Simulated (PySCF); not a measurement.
C₃H₂F₃, SMILES C=C(F)[C](F)F, multiplicity 2.

The structure is a stationary point at B3LYP-D3(BJ)/def2-SVP. The isomer is the one that the SMILES or the coordinates give; other isomers of the formula were not compared. Other conformers were not sampled.

Two levels are set side by side: PBE/def2-TZVP (PySCF) and r2SCAN/def2-TZVP (PySCF). Same geometry, gas phase. Differences are taken from unrounded values.

```
quantity                     r2SCAN   PBE  PBE minus r2SCAN
---------------------------  ------  ----  ----------------
α-spin orbital gap (eV)        5.43  4.71             -0.72
β-spin orbital gap (eV)        4.35  3.60             -0.75
dipole moment (D)              1.16  0.99             -0.18
mean polarisability (bohr³)    39.6  41.2               1.5
```

Rough cost on one machine, each run with all the roots and properties that it gave: r2SCAN against PBE about 3 times.
